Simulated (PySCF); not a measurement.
Correlation energy of Ag (silver, neutral)

[Kr] 4d10 5d1, 2D determinant (an excited configuration). Computed with PySCF 2.14 in aug-cc-pwCVTZ-PP with ECP28MDF, with a scalar-relativistic core potential. Frozen: 4s2 4p6; 11 electrons correlated.

MP2 pair energies summed by pair of shells (mhartree):

```
 pair   energy  share (%)
4d-4d  -390.81       99.0
4d-5d    -3.88        1.0
```

Total MP2 correlation energy: -394.69 mhartree.

Same-spin part -140.22 and opposite-spin part -254.46 mhartree; SCS-MP2 scales them by 1/3 and 6/5 to -352.10 mhartree.
